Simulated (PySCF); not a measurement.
Protons, H atoms and electrons added to or taken from N=C=O. Isolated molecules, 0 K electronic values unless said otherwise. One relaxed conformer stands for each flexible species; it need not be the lowest. Strings in code marks are SMILES.

The numbers are results of PBE-D3(BJ)/def2-TZVP // M06-2X/def2-TZVP run with PySCF, not measurements. Delta-SCF ions had no search for a lower state. Excitations are Tamm–Dancoff values on a coarser integration grid. The basis has no diffuse functions, so Rydberg states are missing or too high.

```csv
species,vertical ionisation energy (Delta-SCF) (eV),S1 oscillator strength,S1–T1 gap (TDA) (eV),LUMO (eV),T1 excitation (TDA) (eV)
neutral parent (`N=C=O`),11.60,0.001,0.48,-0.85,6.19
proton added at N1 (`[NH2+]=C=O`),20.08,0.000,0.33,-9.70,5.76
proton added at O3 (`N=C=[OH+]` (not the most basic site)),20.02,0.000,0.56,-8.02,7.17
H atom removed from N1 (`[N]=C=O`),–,–,–,–,–
```
